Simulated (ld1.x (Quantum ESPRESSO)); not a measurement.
**Building the RRKJ potential for Sc (Z = 21) (Wu–Cohen, scalar-relativistic).**

The input file (ld1.x (Quantum ESPRESSO) 7.5):

```
&input
   title='Sc', zed=21., rel=1, dft='WC', iswitch=3,
   config='[Ar] 3d1 4s1.5 4p0.5 4f-2',
   nld=4, rlderiv=4.20, eminld=-2.0, emaxld=5.0, deld=0.02
 /
 &inputp
   pseudotype=2, tm=.false., lloc=0,
   nlcc=.false.,
   file_pseudopw='Sc.UPF', file_wfcaegen='ae.wfc', file_wfcncgen='nc.wfc', file_beta='beta', file_chi='chi'
 /
4
4P  2  1   0.50   0.00  3.85  3.85  0.0
3D  3  2   1.00   0.00  1.40  1.40  0.0
4F  4  3  -2.00   0.35  2.95  2.95  0.0
4S  1  0   1.50   0.00  2.30  2.30  0.0
 &test
   configts(1)='3d1 4s1.5 4p0.5'
 /
```

Command:

```bash
ld1.x < Sc.in > Sc.out
```

Output (shortened: banner, matrices, multipoles, cross overlaps and the repeated all-electron block are left out):

```
Program LD1 v.7.5
     --------------------------- All-electron run ----------------------------

     Sc
     scalar relativistic calculation

     atomic number is 21.00
     dft =WC   lsd =0 sic =0 latt =0  beta=0.20 tr2=1.0E-14
     Exchange-correlation= WC
                           (   1   4  11   4   0   0   0)
     mesh =1173 r(mesh) = 100.03074 a.u. xmin = -7.00 dx = 0.01250
     1 Ry =  13.60569312 eV, c = 137.03599908

     n l     nl                  e(Ry)          e(Ha)          e(eV)
     1 0     1S 1( 2.00)      -323.1129      -161.5565     -4396.1750
     2 0     2S 1( 2.00)       -34.8839       -17.4419      -474.6192
     2 1     2P 1( 6.00)       -28.5856       -14.2928      -388.9274
     3 0     3S 1( 2.00)        -4.0834        -2.0417       -55.5582
     3 1     3P 1( 6.00)        -2.5158        -1.2579       -34.2291
     3 2     3D 1( 1.00)        -0.2813        -0.1407        -3.8275
     4 0     4S 1( 1.50)        -0.3344        -0.1672        -4.5497
     4 1     4P 1( 0.50)        -0.1283        -0.0641        -1.7449

     final scf error:  3.6E-15 reached in  32 iterations

     Etot =   -1527.319936 Ry,    -763.659968 Ha,  -20780.246356 eV

     Ekin =    1538.909388 Ry,     769.454694 Ha,   20937.928883 eV
     Encl =   -3628.249234 Ry,   -1814.124617 Ha,  -49364.845653 eV
     Eh   =     639.023604 Ry,     319.511802 Ha,    8694.359055 eV
     Exc  =     -77.003695 Ry,     -38.501847 Ha,   -1047.688641 eV

     normalization and overlap integrals

     s(1S/1S) =  1.000000  <r> =   0.0731  <r2> =    0.0072  r(max) =   0.0476
     s(2S/2S) =  1.000000  <r> =   0.3438  <r2> =    0.1399  r(max) =   0.2845
     s(2P/2P) =  1.000000  <r> =   0.3078  <r2> =    0.1171  r(max) =   0.2329
     s(3S/3S) =  1.000000  <r> =   1.0752  <r2> =    1.3343  r(max) =   0.9213
     s(3P/3P) =  1.000000  <r> =   1.1680  <r2> =    1.6092  r(max) =   0.9685
     s(3D/3D) =  1.000000  <r> =   1.8251  <r2> =    4.5496  r(max) =   1.0974
     s(4S/4S) =  1.000000  <r> =   3.6698  <r2> =   15.4541  r(max) =   3.0971
     s(4P/4P) =  1.000000  <r> =   4.9030  <r2> =   28.1270  r(max) =   3.9768

     ------------------------ End of All-electron run ------------------------

     --------------------- Generating NC pseudopotential ---------------------

      Generating local pot.: lloc=0, matching radius rcloc =   2.3000

      Wfc   4P  rcut= 3.879  Estimated cut-off energy=       11.51 Ry
      This function has    0 nodes for 0 < r <    3.879

      Wfc   3D  rcut= 1.392  Estimated cut-off energy=      119.28 Ry
      This function has    0 nodes for 0 < r <    1.392

      Wfc   4F  rcut= 2.946  Estimated cut-off energy=       32.35 Ry
      This function has    0 nodes for 0 < r <    2.946

     ------------------- End of pseudopotential generation -------------------

     Computing logarithmic derivative in   4.20699
     Computing logarithmic derivative in   4.20699
     Computing the partial wave expansion
       no projector for channel:   0
     R is outside the sphere for l=    1 j= 0.00
     R is outside the sphere for l=    2 j= 0.00
     R is outside the sphere for l=    3 j= 0.00

     ---------------------- Testing the pseudopotential ----------------------

     Sc
     scalar relativistic calculation

     atomic number is 21.00   valence charge is  3.00
     dft =WC   lsd =0 sic =0 latt =0  beta=0.20 tr2=1.0E-14
     mesh =1173 r(mesh) = 100.03074 xmin = -7.00 dx = 0.01250

     n l     nl             e AE (Ry)        e PS (Ry)    De AE-PS (Ry)
     3 2     3D   1( 1.00)       -0.28132       -0.28132        0.00000
     1 0     4S   1( 1.50)       -0.33440       -0.33440       -0.00000
     2 1     4P   1( 0.50)       -0.12825       -0.12825        0.00000

     eps = 2.2E-15  iter = 17

     Etot =   -1527.319936 Ry,    -763.659968 Ha,  -20780.246356 eV
     Etotps =    -3.082499 Ry,      -1.541249 Ha,     -41.939533 eV

     Ekin =       5.728774 Ry,       2.864387 Ha,      77.943940 eV
     Encl =      -4.856541 Ry,      -2.428270 Ha,     -66.076605 eV
     Ehrt =       2.549327 Ry,       1.274664 Ha,      34.685367 eV
     Ecxc =      -1.053000 Ry,      -0.526500 Ha,     -14.326797 eV
     Epseu=      -5.451059 Ry,      -2.725530 Ha,     -74.165438 eV

     ---------------------- End of pseudopotential test ----------------------
```

Generation and configuration tests took about 2.9 s on one core of a shared server CPU.
